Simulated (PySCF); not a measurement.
Cartesian coordinates (Å):
```xyz
4

Cd    -0.1646     0.0170    -0.0151
F      0.4711    -1.5176    -0.9832
O     -0.8568     1.6297     0.8482
H     -0.6884     1.5915     1.8009
```
Charge 0, spin multiplicity 1.

### Question
What dipole moment, HOMO–LUMO gap, charge on the central atom (Mulliken), HOMO and LUMO does PySCF with PBE-D3(BJ)/def2-TZVP // r2SCAN-D4/def2-SVP give?

### Answer

| Quantity | Value |
|---|---|
| dipole moment | 2.05 D |
| HOMO–LUMO gap | 4.03 eV |
| charge on the central atom (Mulliken) | 0.87 e |
| HOMO | -6.84 eV |
| LUMO | -2.81 eV |
